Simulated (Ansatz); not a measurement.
Reaction (ligand exchange at the Al–C bond): `[OH][AlH]/[CH]=C/F` + CH₃NH₂ → `C[NH][AlH][OH]` + `C=CF`

Calculated with Ansatz (gas phase, PBE0-D4/def2-TZVP geometries, no zero-point term in ΔE). CBS: MP2 limit from def2 TZ/QZ plus the TZ coupled-cluster correction, frozen cores. DFT in def2-TZVPP. One conformer a species, not always the lowest.

`[OH][AlH]/[CH]=C/F`:

```xyz
9

O    -1.967   -0.181   -0.369
Al   -0.488   -0.982   -0.607
C     1.036   -0.058    0.112
C     0.849    1.103    0.723
F     1.847    1.820    1.255
H    -2.808   -0.518   -0.671
H    -0.426   -2.369   -1.365
H     2.061   -0.419    0.056
H    -0.105    1.603    0.865
```

CH₃NH₂:

```xyz
7

C    -0.328    0.374   -0.275
N     0.264   -0.585    0.642
H     0.279    0.617   -1.159
H    -0.529    1.307    0.257
H    -1.290   -0.006   -0.625
H     1.153   -0.246    0.988
H     0.450   -1.461    0.172
```

`C[NH][AlH][OH]`:

Z-matrix (Å, degrees):
```
C
N 1 1.446
H 1 1.097 2 112.5
H 1 1.093 2 110.1 3 119.1
H 1 1.097 2 112.6 3 -121.8
Al 2 1.768 1 129.8 3 -119.4
H 2 1.009 1 111.9 3 60.6
O 6 1.696 2 121.8 1 -0.0
H 6 1.573 2 119.8 1 179.9
H 8 0.954 6 125.8 2 -0.2
```

`C=CF`:

```xyz
6

C    -0.507   -0.143   -0.464
C     0.394    0.139    0.455
F     1.706    0.084    0.209
H    -0.221   -0.433   -1.467
H    -1.556   -0.083   -0.210
H     0.184    0.435    1.477
```

Q: Is it downhill or uphill in electronic energy at CCSD(T)/CBS, and by how much? (Best estimate.)

A: The calculation gave: Downhill: ΔE = -15.8 kcal/mol.

Q: What do these levels give: LDA (SPW92), PBE-D4, revPBE-D4, r2SCAN0, MP2/def2-SVP, MP2/def2-TZVPP? (Best estimate.)

A: The calculation gave: LDA (SPW92) -15.4, PBE-D4 -14.3, revPBE-D4 -14.1, r2SCAN0 -15.3, MP2/def2-SVP -16.1, MP2/def2-TZVPP -15.7 kcal/mol.

Largest T1 diagnostic among the species: 0.013.

Leaving LDA and LC-ωPBE aside and taking each functional with its dispersion term where it has one, the values, not all of them listed here, spread over 2.5 kcal/mol, from CAM-B3LYP-D4 to revPBE-D4. LDA lies −1.2 kcal/mol from PBE without D4.
